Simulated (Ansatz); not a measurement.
Consider the ligand exchange at the Nb–N bond: `[NH]=[Nb]([NH2])([Cl])[Cl]` + HCl → `[NH]=[Nb]([Cl])([Cl])[Cl]` + NH₃.

Calculated with Ansatz (gas phase, PBE0-D4/def2-TZVP geometries, no zero-point term in ΔE). CBS: MP2 limit from def2 TZ/QZ plus the TZ coupled-cluster correction, frozen cores. This one scheme is used for every species. DFT in def2-TZVPP. Elements past krypton have def2 core potentials. For Nb outer-core shells are correlated without core-valence functions, which leaves a few kJ/mol of doubt a bond. One conformer a species, not always the lowest.

| level | ΔE (kJ/mol) |
| --- | --- |
| PBE | -59.0 |
| r2SCAN | -61.6 |
| PBE0 | -59.6 |
| BHLYP | -59.3 |

Question: What does CCSD(T)/CBS give? (Estimate.)

Answer: The calculation gave: -56.7 kJ/mol. The listed levels differ from it by -2.3, -4.9, -2.9, -2.6 kJ/mol.

Largest T1 diagnostic among the species: 0.020.

At CCSD(T), def2-SVP lies +9.9 kJ/mol from the extrapolated value and def2-TZVPP +2.1 kJ/mol. Leaving LDA and LC-ωPBE aside and taking each functional with its dispersion term where it has one, the values, not all of them listed here, spread over 11.5 kJ/mol, from B97M-V to CAM-B3LYP-D4. LDA lies +6.5 kJ/mol from PBE without D4.
